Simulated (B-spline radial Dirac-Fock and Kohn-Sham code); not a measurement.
## How the levels of technetium move as electrons are removed

Level of theory: Dirac-Fock (average of configuration) total-energy differences with a finite nucleus, the Breit interaction including its frequency dependence, and self-energy and vacuum-polarisation corrections; a radial finite-basis atomic code. Each ion is free and in its tabulated ground configuration. The model has no electron correlation.

Reference: Tc⁵⁺, [Kr] 4d2, with 2p1/2 2878.6 eV, 3p1/2 532.1 eV, 3d3/2 339.0 eV, 3d5/2 335.4 eV, 4s 150.9 eV. Shifts from it, in eV (a dash: the subshell is empty, belongs to an open shell averaged over j, or its hole state is left out as unreliable):

| ion | configuration | 2p1/2 | 3p1/2 | 3d3/2 | 3d5/2 | 4s |
| --- | --- | --- | --- | --- | --- | --- |
| Tc⁶⁺ | [Kr] 4d1 | +21.1 | +20.5 | +20.4 | +20.4 | +17.9 |
| Tc⁷⁺ | [Ar] 3d10 4s2 4p6 | +43.8 | +42.2 | +42.1 | +42.0 | +36.6 |
| Tc⁸⁺ | [Ar] 3d10 4s2 4p5 | +70.3 | +67.2 | +67.3 | +67.2 | +56.0 |
| Tc⁹⁺ | [Ar] 3d10 4s2 4p4 | ? | ? | ? | ? | ? |
| Tc¹⁰⁺ | [Ar] 3d10 4s2 4p3 | – | – | +120.3 | +120.2 | +96.3 |
| Tc¹¹⁺ | [Ar] 3d10 4s2 4p2 | +155.9 | +147.1 | +148.1 | +148.0 | +117.2 |
| Tc¹²⁺ | [Ar] 3d10 4s2 4p1 | +186.5 | +175.4 | +176.7 | +176.6 | +138.6 |
| Tc¹³⁺ | [Ar] 3d10 4s2 | +218.1 | +204.5 | +206.1 | +205.9 | +160.5 |
| Tc¹⁴⁺ | [Ar] 3d10 4s1 | +251.3 | +235.3 | +237.1 | +237.0 | +186.4 |

**Question.** Give the missing shifts for Tc⁹⁺.

**Answer.** 2p1/2 +97.8, 3p1/2 +93.1, 3d3/2 +93.3, 3d5/2 +93.3, 4s +75.9 (eV).

Values without a named source are computed, but for edge energies of neutral atoms, which are taken from tables.
